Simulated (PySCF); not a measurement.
A PySCF script (with the pyscf-properties extension) for the NMR shieldings of `BOB(NC)OC(C)C`, C4H13B2NO2, on a GFN2-xTB geometry:

```python
import basis_set_exchange as bse
import numpy as np
from pyscf import gto, dft
from pyscf.prop import nmr

atoms = """
B    -1.050331   -2.766082   -0.214081
O    -1.056359   -1.549912    0.258589
B    -1.062621   -0.202634    0.072078
N    -2.272159    0.507843    0.194604
C    -2.433283    1.941238    0.109910
O     0.079366    0.508480   -0.171405
C     1.351880   -0.104484   -0.285174
C     2.228027    0.803043   -1.145398
C     1.959324   -0.316785    1.101527
H    -1.181944   -2.983356   -1.372964
H    -0.913596   -3.658603    0.547972
H    -3.128431    0.006510    0.365718
H    -3.096345    2.213130   -0.716575
H    -1.454225    2.379841   -0.061590
H    -2.849097    2.344923    1.037759
H     1.244432   -1.083288   -0.777939
H     2.348350    1.767304   -0.658700
H     1.760318    0.960646   -2.113566
H     3.205498    0.351916   -1.290838
H     2.946600   -0.762745    1.014799
H     2.042546    0.637432    1.616433
H     1.321639   -0.975030    1.686424
"""
names = dict.fromkeys(["B", "O", "N", "C", "H"], "pcSseg-1")
basis = {el: gto.basis.parse(bse.get_basis(n, elements=[el], fmt="nwchem")) for el, n in names.items()}
mol = gto.M(atom=atoms, basis=basis, charge=0, verbose=0)
mf = dft.RKS(mol, xc="PBE0")
mf.grids.level = 2
mf.grids.alignment = dft.numint.BLKSIZE   # the property module wants whole blocks of grid points
mf.conv_tol = 1e-9
mf.kernel()

calc = nmr.RKS(mf)   # GIAO
C = mf.mo_coeff
Co = C[:, mf.mo_occ > 0]
resp = mf.gen_response(singlet=True, hermi=2)
def vind(x):   # induced exchange potential for any number of trial vectors
    d = np.einsum("pi,xij,qj->xpq", C, 2 * x.reshape(-1, C.shape[1], Co.shape[1]), Co, optimize=True)
    return np.einsum("xpq,pi,qj->xij", resp(d - d.transpose(0, 2, 1)), C, Co, optimize=True).ravel()
mo1, _ = nmr.rhf.solve_mo1(calc, with_cphf=vind)
sigma = calc.kernel(mo1)
for i, s in enumerate(sigma):   # ppm
    print("%2d %-2s %9.2f" % (i, mol.atom_pure_symbol(i), np.trace(s) / 3))
```

**Question.** What are the results?

**Answer.** 
```
 0 B      57.21
 1 O      91.48
 2 B      82.63
 3 N     203.56
 4 C     156.81
 5 O     216.90
 6 C     117.60
 7 C     160.53
 8 C     160.56
 9 H      26.29
10 H      26.35
11 H      29.95
12 H      29.02
13 H      28.27
14 H      29.01
15 H      27.58
16 H      30.32
17 H      30.18
18 H      30.72
19 H      30.81
20 H      30.61
21 H      30.12
```

These numbers come from an equivalent density-fitted implementation of the same equations, which agrees with the script to about 0.01 ppm for H and up to a few tenths of a ppm for heavy atoms, so last digits may differ.

Size and cost of the density-fitted run: 218 basis functions, 2.3 min wall time on 1 thread of an AMD EPYC, shared host; peak memory 0.97 GiB.
